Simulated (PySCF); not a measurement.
**UHF on Ir²⁺ (iridium, charge +2)**

Configuration: [Xe] 4f14 5d7, high-spin 4F determinant. All numbers are calculated (PySCF 2.14, scalar relativity through the core potential, in aug-cc-pwCVTZ-PP with ECP60MDF (8s8p7d4f3g, 122 functions)).

```
Total energy             : -102.767967 hartree
One-electron energy      : -169.3260 hartree
Hartree (Coulomb) energy : 75.9507 hartree
Exchange energy          : -9.3928 hartree
⟨S²⟩                     : 3.7550
⟨L²⟩                     : 12.049
Sum of ⟨r⟩               : 20.37 bohr
Sum of ⟨r²⟩              : 32.39 bohr²
```

```json
{"shell": "5s α", "electrons": "1", "mean orbital energy (hartree)": "-4.93644", "spread (hartree)": "0", "rms radius, mean of both spins (bohr)": "1.06"}
{"shell": "5s β", "electrons": "1", "mean orbital energy (hartree)": "-4.77692", "spread (hartree)": "0", "rms radius, mean of both spins (bohr)": "1.06"}
{"shell": "5p α", "electrons": "3", "mean orbital energy (hartree)": "-3.22063", "spread (hartree)": "0", "rms radius, mean of both spins (bohr)": "1.22"}
{"shell": "5p β", "electrons": "3", "mean orbital energy (hartree)": "-2.99537", "spread (hartree)": "0", "rms radius, mean of both spins (bohr)": "1.22"}
{"shell": "5d α", "electrons": "5", "mean orbital energy (hartree)": "-1.14715", "spread (hartree)": "0.04129", "rms radius, mean of both spins (bohr)": "1.74"}
{"shell": "5d β", "electrons": "2", "mean orbital energy (hartree)": "-1.05644", "spread (hartree)": "0", "rms radius, mean of both spins (bohr)": "1.74"}
```

Energies and moments cover only the electrons outside the core potential. Spin-orbit coupling, absent here, splits the open shell strongly.
